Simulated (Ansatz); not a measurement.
Input for Ansatz (a first-principles code): U-CCSD(T)/def2-TZVPP on VC, 2S+1 = 4, a spin state set in the input, which need not be the lowest, a point of a bond scan (R = 1.648 Å).

Ansatz 0.2 input:
```yaml
crystal:
  periodic: [false, false, false]
  atoms:
    - {symbol: V, position_ang: [0.00000000, 0.00000000, 0.00000000]}
    - {symbol: C, position_ang: [0.00000000, 0.00000000, 1.64813900]}
basis:
  gaussian:
    orbitals: def2-TZVPP
    pivot_positions_ang: [[0.00000000, 0.00000000, 0.00000000], [0.00000000, 0.00000000, 1.64813900]]
magnetization: {spin_polarized: true, initial_magnetization: 3}
correlation: {method: ccsd_t, electrons: valence}
output: {orbitals: {seedname: ./end}}
```

**Question.** What total energy does the run end on?

**Answer.** -981.1602 hartree (reference determinant -980.5717, T1 diagnostic 0.102). Its determinant has ⟨S²⟩ = 5.18, a mixture of spin states.

**Question.** How many basis functions does it have, and what does it roughly cost on one machine?

**Answer.** 95 functions; very roughly 40 core-seconds.
